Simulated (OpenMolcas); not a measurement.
# What dynamic correlation does to the levels of Ag5+

```yaml
Program: OpenMolcas 26.06
Basis: ANO-R2 [7s5p4d2f1g]
Scalar_Hamiltonian: X2C, finite nucleus
Active_space: 6 electrons in 10 orbitals (4d 5d)
State_averaging: 2S+1 = 5 even, 5 roots; 2S+1 = 3 even, 45 roots; 2S+1 = 1 even, 49 roots
Spin-orbit_coupling: RASSI with atomic mean-field integrals over the reference wave functions, term energies averaged over their components
```

Methods on the same reference wave functions:
A. CASSCF
B. SS-CASPT2, IPEA 0.25 Eh, imaginary shift 0.1 Eh (closed shells correlated: 4s 4p)
C. MS-CASPT2, IPEA 0.25 Eh, imaginary shift 0.1 Eh (closed shells correlated: 4s 4p)

Energies in cm⁻¹ above 4d⁶ ⁵D₄, the measured ground level; measured values from the list in Gamrath, thesis, University of Mons (2023).

```csv
Level,A,B,C,Measured
4d⁶ ⁵D₄,0.0,0.0,0.0,0.0
4d⁶ ⁵D₃,2484,2520,2510,2692
4d⁶ ⁵D₂,3796,3750,3750,3953
4d⁶ ⁵D₁,4706,4660,4670,4941
4d⁶ ⁵D₀,5130,5080,5090,5380
4d⁶ ³H₆,24110,22570,22560,21512
4d⁶ ³H₅ [73 %],24657,22820,22820,21812
4d⁶ ³P₂(1),25124,21820,21810,21042
4d⁶ ³F₃(1) [74 %],28125,25320,25320,24441
4d⁶ ³F₂(1),29216,26310,26250,25306
4d⁶ ³G₅ [73 %],31377,28800,28790,27958
4d⁶ ³P₁(1),32176,28850,28720,28232
4d⁶ ³P₀(1) [75 %],32942,29590,29550,
4d⁶ ³G₄ [75 %],33351,30510,30500,29660
4d⁶ ³G₃ [74 %],34040,31130,31100,30361
4d⁶ ¹I₆,37735,35660,35660,34194
4d⁶ ³D₂,38424,33680,33710,32650
4d⁶ ³D₁,39029,34410,34440,33558
4d⁶ ³D₃,39262,34530,34520,33509
4d⁶ ¹G₄(1),41434,38940,38900,37481
4d⁶ ¹S₀ [67 %],47387,43140,42850,
4d⁶ ¹D₂(1),48705,43130,43100,41372
4d⁶ ¹F₃,53109,46440,46440,44724
4d⁶ ³P₀(2),59849,52380,52680,
```

Deviations, from unrounded energies. A percentage is the sum of absolute deviations over the sum of measured energies, with the sign that they share, or ± where signs differ.

| Against measurement | Levels | A | B | C |
| --- | --- | --- | --- | --- |
| mean absolute deviation (cm-1) | 20 | 3600 | 900 | 890 |
| fine structure of the ground term (%) | 4 | -5.0 | -5.7 | -5.6 |
| other terms of the ground configuration (%) | 16 | +14.8 | +3.5 | +3.4 |

B, C lie about equally close to measurement and A furthest from it. The largest miss of C in the table is 4d⁶ ¹D₂(1), by +1700 cm-1. The ranking rests on the paired levels alone, and a cruder setting can come out closer through cancelling errors.

Between B and C the level of the table that moves most is 4d⁶ ³P₀(2), by 300 cm-1 (lowest in B, highest in C). Moves below CASPT2's spread within the term are not significant.

The mean deviations of B to C differ by less than CASPT2's widest spread within a term (1600 cm-1), so their order carries little weight.

From A to B the spin-free energies of the other terms of 4d⁶ shown, above ⁵D, scale by factors of 0.87 to 0.94, as is usual when dynamic correlation screens the repulsion within a d or f shell.

The lowest spin-free term lies below A's lowest term by 0.389 hartree in B, 0.389 hartree in C.

CASPT2 breaks the degeneracy within a term, and the mean is taken; among the terms shown or strongly mixed into the levels shown the widest spread is 1600 cm-1 (4d⁶ ¹I, C). Active for correlation alone: 5d; no level in the range computed is led by a configuration that fills it, so any true level of that kind is missing. Without dynamic correlation excited terms often stand tens of per cent too high (terms of higher spin than the ground term too low), and those without a measured partner can miss by more than the paired ones (holds for A). The CASPT2 spread within a term exceeds the gap to the next term for 4d⁶ ³D and 4d⁶ ¹I, so the order of their levels is uncertain (holds for C). Measured partners are found by configuration, term and J. A level has none where our copy of the source lacks it or the pairing is in doubt (some pairs that miss far off the trend of their configuration count as doubtful), and it then counts in no deviation. Levels of configurations outside the active space are missing. Levels that lie high or do not pair safely by name in every column are left out.

A share in square brackets marks a mixed level and gives the weight of the term that names it, the lowest over the columns. A number in round brackets counts repeated terms of one configuration in the order of the reference energies.
